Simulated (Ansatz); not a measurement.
Reaction (cleavage of the Si–Si bond): `N[SiH]([SiH3])BF` + `O[Si](O)(F)Cl` → `O[Si](F)(Cl)O[SiH3]` + `N[SiH2]BF`

Program: Ansatz. Geometries: PBE0-D4/def2-TZVP. ΔE: electronic, gas phase. CCSD(T)/CBS is the MP2 limit (def2-TZVPP, def2-QZVPP) plus CCSD(T) − MP2 in def2-TZVPP, frozen cores. This one scheme is used for every species. Functionals use def2-TZVPP. B3LYP here is the variant with VWN-RPA as its local correlation; programs differ in this. One conformer a species, not always the lowest.

| level | ΔE (kJ/mol) |
| --- | --- |
| PBE-D4 | -69.2 |
| r2SCAN-D4 | -88.7 |
| B3LYP-D4 | -99.5 |
| ωB97X-V | -97.9 |
| PBE0 | -79.8 |
| MP2/def2-TZVPP | -106.8 |
| CCSD(T)/def2-TZVPP | -100.4 |
| MP2/CBS(def2) | -106.6 |

Problem. What does CCSD(T)/CBS give? (Estimate.)

Solution. Computed: -100.3 kJ/mol. The listed levels differ from it by 31.1, 11.6, 0.8, 2.4, 20.5, -6.5, -0.1, -6.3 kJ/mol.

Largest T1 diagnostic among the species: 0.014.

From PBE to PBE0 (25 % exact exchange), in def2-TZVPP and without D4, ΔE moves by −10.4 kJ/mol. In def2-TZVPP, CCSD(T) changes the Hartree–Fock value by +31.2 kJ/mol (the triples alone add +4.8 kJ/mol) and MP2 by +24.9 kJ/mol.
